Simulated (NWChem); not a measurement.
System: ZrSClF; SMILES [F][Zr](=[S])[Cl]

Input file for NWChem:

```
start job
memory heap 200 mb stack 900 mb global 1100 mb
geometry units angstroms noautoz
  Zr    -0.257644    -0.042728     0.087430
  S      0.992668    -1.834995    -0.148751
  F     -1.962652    -0.235923    -0.743482
  Cl     0.931546     1.987493    -0.123328
end
basis spherical
  * library sto-3g
end
dft
  xc hfexch
  iterations 150
  mulliken
end
task dft energy
```

Excerpt of the output:

```
             Northwest Computational Chemistry Package (NWChem) 7.3.0
             --------------------------------------------------------

 C1  symmetry detected

                             Geometry "geometry" -> ""
                             -------------------------

 Output coordinates in angstroms (scale by  1.889725989 to convert to a.u.)

  No.       Tag          Charge          X              Y              Z
 ---- ---------------- ---------- -------------- -------------- --------------
    1 Zr                  40.0000    -0.26664960    -0.09087838     0.21891012
    2 S                   16.0000     1.20393725    -1.67813536    -0.16744743
    3 F                    9.0000    -2.01321695    -0.56109163    -0.38374512
    4 Cl                  17.0000     0.56011416     2.09030151    -0.15432586

 Effective nuclear repulsion energy (a.u.)     488.1819118375

  xc_inp: hfexch multiplicative factor not found.

                                 NWChem DFT Module
                                 -----------------

 Summary of "ao basis" -> "ao basis" (spherical)
 ------------------------------------------------------------------------------
       Tag                 Description            Shells   Functions and Types
 ---------------- ------------------------------  ------  ---------------------
 Zr                          sto-3g                 11       27   5s4p2d
 S                           sto-3g                  5        9   3s2p
 F                           sto-3g                  3        5   2s1p
 Cl                          sto-3g                  5        9   3s2p

            General Information
            -------------------
          SCF calculation type: DFT
          Wavefunction type:  closed shell.
          No. of atoms     :     4
          No. of electrons :    82
           Alpha electrons :    41
            Beta electrons :    41
          Charge           :     0
          Spin multiplicity:     1
          Use of symmetry is: off; symmetry adaption is: off
          Maximum number of iterations: 150
          AO basis - number of functions:    50
                     number of shells:    24
          Convergence on energy requested:  1.00D-06
          Convergence on density requested:  1.00D-05
          Convergence on gradient requested:  5.00D-04

              XC Information
              --------------
                     Hartree-Fock (Exact) Exchange  1.000

      Superposition of Atomic Density Guess
      -------------------------------------

 Sum of atomic energies:       -4448.36562688

      Non-variational initial energy
      ------------------------------

 Total energy =   -4448.223297
 1-e energy   =   -7149.476285
 2-e energy   =    2213.071076
 HOMO         =      -0.154528
 LUMO         =       0.137892

     ---------------------------------------------
      Total Density - Mulliken Population Analysis
     ---------------------------------------------

    Atom       Charge   Shell Charges
 -----------   ------   -------------------------------------------------------
    1 Zr  40    37.95   2.00  2.00  6.00  1.99  5.95  2.07  5.69  0.46  0.62  9.98  1.19
    2 S   16    16.90   2.00  2.00  5.98  1.93  4.99
    3 F    9     9.51   2.00  1.94  5.57
    4 Cl  17    17.63   2.00  2.00  5.99  1.98  5.66

   convergence    iter        energy       DeltaE   RMS-Dens  Diis-err
 ---------------- ----- ----------------- --------- --------- ---------
 d= 0,ls=0.0,diis     1  -4448.8842169660 -4.94D+03  4.58D-02  9.57D-01
 d= 0,ls=0.0,diis     2  -4448.9672919743 -8.31D-02  2.31D-02  8.40D-01
 d= 0,ls=0.0,diis     3  -4449.1209463765 -1.54D-01  3.45D-03  6.54D-03
 d= 0,ls=0.0,diis     4  -4449.1235742801 -2.63D-03  2.29D-03  1.38D-03
 d= 0,ls=0.0,diis     5  -4449.1243766007 -8.02D-04  1.31D-03  2.18D-04
  Resetting Diis
 d= 0,ls=0.0,diis     6  -4449.1245777808 -2.01D-04  5.05D-04  2.66D-05
 d= 0,ls=0.0,diis     7  -4449.1246026997 -2.49D-05  6.02D-05  1.59D-06
 d= 0,ls=0.0,diis     8  -4449.1246038315 -1.13D-06  6.67D-05  5.42D-07
 d= 0,ls=0.0,diis     9  -4449.1246044292 -5.98D-07  2.27D-05  1.56D-07
 d= 0,ls=0.0,diis    10  -4449.1246045087 -7.95D-08  1.13D-05  1.05D-08
 d= 0,ls=0.0,diis    11  -4449.1246045203 -1.16D-08  1.59D-06  4.13D-10

         Total DFT energy =    -4449.124604520277
      One electron energy =    -7146.841901819725
           Coulomb energy =     2383.846174384812
    Exchange-Corr. energy =     -174.310788922886
 Nuclear repulsion energy =      488.181911837522

 Numeric. integr. density =        0.000000000000

                       DFT Final Molecular Orbital Analysis
                       ------------------------------------

 Vector   39  Occ=2.000000D+00  E=-2.605898D-01
              MO Center=  1.0D+00, -1.4D+00, -1.4D-01, r^2= 2.0D+00
   Bfn.  Coefficient  Atom+Function         Bfn.  Coefficient  Atom+Function
  ----- ------------  ---------------      ----- ------------  ---------------
    35      0.555863  2 S  py                34     -0.497996  2 S  px
    33     -0.348328  2 S  s                 14      0.316963  1 Zr s
    23     -0.275655  1 Zr d -2              10     -0.251394  1 Zr s
    12      0.189097  1 Zr py                31     -0.186905  2 S  py
    30      0.168093  2 S  px                11     -0.158166  1 Zr px

 Vector   40  Occ=2.000000D+00  E=-2.317470D-01
              MO Center=  7.4D-01, -1.2D+00, -4.6D-02, r^2= 2.2D+00
   Bfn.  Coefficient  Atom+Function         Bfn.  Coefficient  Atom+Function
  ----- ------------  ---------------      ----- ------------  ---------------
    36      0.736305  2 S  pz                24     -0.343759  1 Zr d -1
    26     -0.316806  1 Zr d  1              32     -0.235286  2 S  pz
    25     -0.163658  1 Zr d  0              17      0.143622  1 Zr pz
    35     -0.138094  2 S  py                13     -0.133505  1 Zr pz
    48      0.115190  4 Cl px                40     -0.084882  3 F  py

 Vector   41  Occ=2.000000D+00  E=-2.249994D-01
              MO Center=  9.0D-01, -1.3D+00, -1.2D-01, r^2= 2.2D+00
   Bfn.  Coefficient  Atom+Function         Bfn.  Coefficient  Atom+Function
  ----- ------------  ---------------      ----- ------------  ---------------
    34      0.631750  2 S  px                35      0.564127  2 S  py
    27      0.315224  1 Zr d  2              48     -0.213982  4 Cl px
    30     -0.198511  2 S  px                31     -0.176608  2 S  py
    40     -0.174877  3 F  py                11     -0.131713  1 Zr px
    15      0.127069  1 Zr px                36      0.107188  2 S  pz

 Vector   42  Occ=0.000000D+00  E= 1.433553D-01
              MO Center= -2.8D-01, -1.4D-01,  5.1D-01, r^2= 2.2D+00
   Bfn.  Coefficient  Atom+Function         Bfn.  Coefficient  Atom+Function
  ----- ------------  ---------------      ----- ------------  ---------------
    25      0.814235  1 Zr d  0              14      0.611261  1 Zr s
    10     -0.377778  1 Zr s                 24     -0.200260  1 Zr d -1
    17      0.193119  1 Zr pz                13     -0.156526  1 Zr pz
     6      0.152449  1 Zr s                 36      0.137743  2 S  pz
    50      0.132839  4 Cl pz                26      0.115104  1 Zr d  1

 Vector   43  Occ=0.000000D+00  E= 2.109141D-01
              MO Center= -1.4D-01, -1.2D-03,  3.9D-01, r^2= 2.7D+00
   Bfn.  Coefficient  Atom+Function         Bfn.  Coefficient  Atom+Function
  ----- ------------  ---------------      ----- ------------  ---------------
    24      0.860434  1 Zr d -1              26     -0.322099  1 Zr d  1
    50     -0.305999  4 Cl pz                36      0.304426  2 S  pz
    41      0.188033  3 F  pz                16      0.177334  1 Zr py
    25      0.174622  1 Zr d  0              17      0.168055  1 Zr pz
    12     -0.166178  1 Zr py                49     -0.161551  4 Cl py

 Vector   44  Occ=0.000000D+00  E= 2.405330D-01
              MO Center= -2.1D-01, -4.0D-01,  2.8D-01, r^2= 3.0D+00
   Bfn.  Coefficient  Atom+Function         Bfn.  Coefficient  Atom+Function
  ----- ------------  ---------------      ----- ------------  ---------------
    26      0.837498  1 Zr d  1              36      0.511027  2 S  pz
    41     -0.290875  3 F  pz                24      0.262457  1 Zr d -1
    35     -0.247558  2 S  py                15     -0.199099  1 Zr px
    11      0.177965  1 Zr px                25     -0.151977  1 Zr d  0
    32     -0.146017  2 S  pz                39      0.141883  3 F  px

     ---------------------------------------------
      Total Density - Mulliken Population Analysis
     ---------------------------------------------

    Atom       Charge   Shell Charges
 -----------   ------   -------------------------------------------------------
    1 Zr  40    39.29   2.00  2.00  6.00  1.99  5.96  2.07  5.77  0.35  0.77  9.98  2.39
    2 S   16    16.09   2.00  2.00  5.96  1.91  4.22
    3 F    9     9.21   2.00  1.94  5.27
    4 Cl  17    17.41   2.00  2.00  5.99  1.99  5.44

     -------------------------------------------
      Total Density - Lowdin Population Analysis
     -------------------------------------------

    Atom       Charge   Shell Charges
 -----------   ------   -------------------------------------------------------
    1 Zr  40    39.68   2.00  2.00  6.00  1.98  5.93  1.90  5.32  0.57  1.40  9.98  2.60
    2 S   16    15.97   2.00  2.00  5.94  1.80  4.23
    3 F    9     9.09   2.00  1.84  5.26
    4 Cl  17    17.26   2.00  2.00  5.98  1.90  5.38

     Multipole analysis of the density
     ---------------------------------

     L   x y z        total         alpha         beta         nuclear
     -   - - -        -----         -----         ----         -------
     0   0 0 0     -0.000000    -41.000000    -41.000000     82.000000

     1   1 0 0     -1.008827     -0.504414     -0.504414      0.000000
     1   0 1 0     -0.212004     -0.106002     -0.106002     -0.000000
     1   0 0 1      1.383654      0.691827      0.691827      0.000000

[...]
```

Level: Hartree-Fock/STO-3G, non-relativistic. Structure relaxed at the PBE0/def2-SVP (def2 core potentials past Kr) level.
